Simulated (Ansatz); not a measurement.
A nudged elastic band was laid between two geometries of AlCl2H4N (8 atoms, charge 0, multiplicity 1).

Level of theory: RKS PBE0-D4/def2-SVP (Ansatz).

```
movable images  : 9
climbing image  : yes
spring          : 5.0 eV/Å²
optimiser       : quadratic models (default)
start path      : through a guess of the saddle point
force threshold : 0.05 eV/Å
iteration limit : 60
end points      : relaxed
```

First end point:

```xyz
8
Properties=species:S:1:pos:R:3
Al 0.008 -0.051 0.211
H -0.176 0.858 1.493
Cl 1.916 -0.037 -0.756
Cl -1.666 -0.273 -1.103
N 0.063 -1.954 0.942
H -0.688 -2.502 0.517
H 0.954 -2.388 0.692
H -0.042 -2.001 1.957
```

Last end point:

```xyz
8
Properties=species:S:1:pos:R:3
Al 0.086 -0.733 -0.170
H -0.153 0.492 1.828
Cl 1.861 0.335 -0.500
Cl -1.723 0.061 -0.872
N 0.141 -2.382 0.440
H -0.662 -2.997 0.501
H 0.991 -2.877 0.685
H -0.172 -0.244 2.043
```

Which bonds break or form, and what moves?

Bonds broken: Al1–H2, N5–H8. Bonds formed: H2–H8. AlCl2H4N becomes AlCl2H2N + H2.

What energy profile does the band end with?

The run converged. The highest image is number 6 of 0 to 10, 1.55 eV above the first end and 0.59 eV above the last; the last end lies 0.96 eV above the first. A vibrational analysis at the climbing image gives one clearly imaginary mode, 1125i cm⁻¹: a first-order saddle point. The orbitals stay closed-shell, which can raise the energy where a bond breaks towards radicals; this wasn't checked here.

```
image  path coordinate (Å)  energy (eV)  Al1–H2 (Å)  N5–H8 (Å)  H2–H8 (Å)
    0                 0.00         0.00        1.58       1.02       2.90
    1                 0.29         0.03        1.58       1.02       2.60
    2                 0.58         0.13        1.59       1.02       2.29
    3                 0.87         0.30        1.59       1.02       1.97
    4                 1.16         0.59        1.62       1.05       1.63
    5                 1.45         1.17        1.70       1.18       1.29
    6                 1.74         1.55        1.80       1.45       0.99
    7                 2.06         1.32        1.97       1.79       0.83
    8                 2.38         1.08        2.17       2.12       0.78
    9                 2.70         0.98        2.31       2.43       0.77
   10                 3.02         0.96        2.36       2.69       0.77
```

What is the geometry of the highest image?


```xyz
8
Properties=species:S:1:pos:R:3
Al 0.057 -0.418 -0.050
H -0.155 0.069 1.666
Cl 1.922 0.292 -0.707
Cl -1.710 0.042 -1.088
N 0.084 -2.080 0.806
H -0.695 -2.734 0.743
H 0.955 -2.595 0.925
H -0.089 -0.922 1.659
```

What are the harmonic wavenumbers there?

1125i, 136, 143, 247, 270, 435, 497, 583, 638, 731, 742, 987, 1437, 1505, 1854, 1920, 3556, 3660 cm⁻¹.

The run took 3.4 min on 2 threads of Arm Neoverse V1, on a shared host, peak memory 0.18 GiB.
